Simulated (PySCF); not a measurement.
# Shapes and spin states of H₂CoN

Computed with PBE0/[Co def2-TZVP, N def2-TZVP, H def2-TZVP], no relativity, density fitting, PySCF.

Relaxations began from a few typed shapes and spin states; open shells are unrestricted. The search is not exhaustive: other isomers or separated fragments can lie lower, and high-lying points may rest on an excited occupation.

(1) Order these stationary points by electronic energy, lowest first, in kJ/mol from the lowest minimum.
A. singlet (closed shell, unstable to spin polarisation) Cs: Co–H 1.574 Å (×2), Co–N 1.538 Å, H–H 0.849 Å; Co–H–H 74.3° (×2), H–Co–H 31.3°, H–Co–N 103.8° (×2)
B. singlet (closed shell, unstable to spin polarisation) Cs: Co–H 1.591 Å, Co–H 1.715 Å, Co–N 1.547 Å, H–H 0.821 Å; Co–H–H 67.4°, Co–H–H 84.2°, H–Co–H 28.4°, H–Co–N 102.1°, H–Co–N 130.5°
C. singlet (closed shell, unstable to spin polarisation) C2v: Co–H 1.511 Å (×2), Co–N 1.458 Å; H–Co–H 150.0°, H–Co–N 105.0° (×2)
D. broken-symmetry Ms = 0 (⟨S²⟩ 1.18) C2v: Co–H 1.526 Å (×2), Co–N 1.559 Å; H–Co–H 150.6°, H–Co–N 104.7° (×2)
E. triplet Cs: Co–H 1.460 Å (×2), Co–N 1.533 Å; H–Co–H 91.4°, H–Co–N 95.6° (×2)
F. broken-symmetry Ms = 0 (⟨S²⟩ 0.35) C2v: Co–H 1.511 Å (×2), Co–N 1.492 Å; H–Co–H 149.6°, H–Co–N 105.2° (×2)
G. quintet C2v: Co–H 1.746 Å (×2), Co–N 1.693 Å, H–H 0.797 Å; Co–H–H 76.8° (×2), H–Co–H 26.4°, H–Co–N 166.8° (×2)

(2) Which of them are minima?

Answers

(1) G (0.0), E (26.8), D (52.3), F (64.4), C (67.2), A (119.3), B (126.7).

(2) By energy in kJ/mol, 0.0: minimum; 26.8: minimum; 52.3: saddle point, 1 imaginary mode; 64.4: minimum; 67.2: minimum of the closed-shell surface only; 119.3: minimum of the closed-shell surface only; 126.7: saddle point, 1 imaginary mode.

For the lowest minimum: other spin states or occupations of the open shell can lie lower.
